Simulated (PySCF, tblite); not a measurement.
Compound: C4H6N2OS.
Cartesian coordinates in Å at the GFN2-xTB level; atoms count from 1:
```xyz
14
C4H6N2OS angstrom
C      3.1365    0.0855    0.6149
S      1.7930    0.8201    1.5901
C      0.4746    0.2265    0.6572
N      0.5298   -0.5130   -0.4069
N     -0.7493   -0.7247   -0.7866
C     -1.5154   -0.1138    0.0500
C     -2.9892   -0.0522    0.0519
O     -0.7933    0.5247    1.0141
H      3.0274   -0.9935    0.6216
H      4.0648    0.3855    1.0894
H      3.0806    0.4607   -0.4012
H     -3.3629   -0.6261   -0.7895
H     -3.3189    0.9821   -0.0293
H     -3.3783   -0.4623    0.9821
```

Method used: PBE0/def2-SVPD in PySCF (dipole) on a GFN2-xTB geometry, gas phase.

Take the most abundant isotopes and a rigid rotor. The values belong to one conformer with, in the numbering `[CH3:1][S:2][c:3]1[n:4][n:5][c:6]([CH3:7])[o:8]1`, C1–S2–C3–N4 0°.

Q: Give the principal moments of inertia and the rotational constants in GHz.

A: Ia = 91.09, Ib = 477.91, Ic = 562.67 u·Å²; 505379 MHz·u·Å²/I gives 5548, 1057 and 898.2 MHz, that is A = 5.5483, B = 1.0575, C = 0.8982 GHz.

Q: What kind of rotor is it?

A: A near-prolate asymmetric top: κ = (2 × 1057 − 5548 − 898.2)/(5548 − 898.2) = -0.93.

Q: Is it planar, by Δ = Ic − Ia − Ib?

A: Not planar: Δ = Ic − Ia − Ib = -6.33 u·Å². For a rigid frame Δ = −2 Σ m c², so Σ m c² = 3.16 u·Å² lies off the ab plane, practically all of it from hydrogen. The atom farthest from that plane is 0.90 Å away.

Q: Give the other two planar moments, Paa and Pbb, and the rms extents of the mass along the axes.

A: Paa = Σ m a² = (Ib + Ic − Ia)/2 = 474.74 and Pbb = Σ m b² = (Ia + Ic − Ib)/2 = 87.93 u·Å². With the mass M = 130.02 u, the rms extents √(P/M) along a, b and c are 1.91, 0.82, 0.16 Å.

Q: Where do the levels up to J = 3 lie, in K?

A: Above 0(0,0), as E/k:
J = 1: 1(0,1) 0.094, 1(1,1) 0.309, 1(1,0) 0.317
J = 2: 2(0,2) 0.281, 2(1,2) 0.489, 2(1,1) 0.512, 2(2,1) 1.159, 2(2,0) 1.159
J = 3: 3(0,3) 0.562, 3(1,3) 0.759, 3(1,2) 0.805, 3(2,2) 1.441, 3(2,1) 1.442, 3(3,1) 2.537, 3(3,0) 2.537

Q: Predict some low-J microwave lines.

A: The dipole components are |μa| = 0.13 D, |μb| = 1.68 D, |μc| = 0.00 D; the mirror of this Cs structure is the ab plane, so μc vanishes by symmetry and there are no c-type lines. Intensities carry the squares of the components, which stand as 0.01 : 1.00 (a : b). Some lines, for components of 0.1 D or more:

```json
{"type": "a", "branch": "Q", "J(Ka,Kc)": "4(1,3) ← 4(1,4)", "MHz": "1593", "lower level (cm⁻¹)": "0.778"}
{"type": "a", "branch": "R", "J(Ka,Kc)": "1(0,1) ← 0(0,0)", "MHz": "1956", "lower level (cm⁻¹)": "0.000"}
{"type": "a", "branch": "R", "J(Ka,Kc)": "3(0,3) ← 2(0,2)", "MHz": "5850", "lower level (cm⁻¹)": "0.196"}
{"type": "a", "branch": "R", "J(Ka,Kc)": "4(1,4) ← 3(1,3)", "MHz": "7496", "lower level (cm⁻¹)": "0.528"}
{"type": "a", "branch": "R", "J(Ka,Kc)": "4(1,3) ← 3(1,2)", "MHz": "8133", "lower level (cm⁻¹)": "0.560"}
{"type": "a", "branch": "R", "J(Ka,Kc)": "5(1,5) ← 4(1,4)", "MHz": "9363", "lower level (cm⁻¹)": "0.778"}
{"type": "a", "branch": "R", "J(Ka,Kc)": "5(3,3) ← 4(3,2)", "MHz": "9792", "lower level (cm⁻¹)": "2.025"}
{"type": "a", "branch": "R", "J(Ka,Kc)": "5(1,4) ← 4(1,3)", "MHz": "10158", "lower level (cm⁻¹)": "0.831"}
{"type": "b", "branch": "R", "J(Ka,Kc)": "4(1,4) ← 3(0,3)", "MHz": "11607", "lower level (cm⁻¹)": "0.391"}
{"type": "b", "branch": "R", "J(Ka,Kc)": "4(2,3) ← 3(1,2)", "MHz": "21055", "lower level (cm⁻¹)": "0.560"}
{"type": "b", "branch": "Q", "J(Ka,Kc)": "3(3,1) ← 3(2,2)", "MHz": "22855", "lower level (cm⁻¹)": "1.001"}
{"type": "b", "branch": "R", "J(Ka,Kc)": "3(3,1) ← 2(2,0)", "MHz": "28718", "lower level (cm⁻¹)": "0.806"}
{"type": "b", "branch": "R", "J(Ka,Kc)": "4(3,1) ← 3(2,2)", "MHz": "30686", "lower level (cm⁻¹)": "1.001"}
```

Its GFN2-xTB frequencies are all real (lowest 64 cm⁻¹). Zero-point vibration and centrifugal distortion are left out. A rigid rotor knows nothing of internal rotation, which can split or shift real lines. Quadrupole hyperfine structure (14N) is left out.

Time: 44 s; peak memory 0.83 GiB. Hardware: one thread, Arm Neoverse V1 (aarch64), shared host with 32 logical CPUs at a one-minute load of 18. This is the PBE0/def2-SVPD job that gave the dipole, with the excitations it also computed.
